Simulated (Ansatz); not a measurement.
def2 core potentials replace the inner electrons of Sn.

Cartesian coordinates (Å):
```xyz
15

C      2.0083    -1.6595     0.7173
C      1.2691    -1.2223    -0.3060
C      1.0516     0.2071    -0.6567
Sn    -0.9438     0.7987    -0.1305
O     -2.2667    -0.6199    -0.5410
O     -1.1046     1.1931     1.8035
O     -1.5953     2.3990    -1.1006
H      2.1110    -2.7272     0.9248
H      2.5340    -0.9676     1.3830
H      0.7504    -1.9550    -0.9361
H      1.7301     0.8853    -0.1187
H      1.1394     0.3988    -1.7369
H     -2.6587    -0.9629     0.2717
H     -1.5761     2.0249     1.9364
H     -2.4484     2.2073    -1.5100
```
Charge 0, multiplicity 1.

Level of theory: frozen-core CCSD(T)/def2-TZVPP // PBE0-D3(BJ)/def2-SVP (Ansatz, a program for electronic structure).

```
Property                        Value
----------------------  -------------
HF energy               -556.38443 Ha
MP2 correlation energy    -1.55563 Ha
```

Estimate the CCSD correlation energy, the (T) correction, the total energy and the T1 diagnostic.


- CCSD correlation energy = -1.57470 Ha
- (T) correction = -0.06207 Ha
- CCSD(T) total energy = -558.02120 Ha
- T1 diagnostic = 0.014
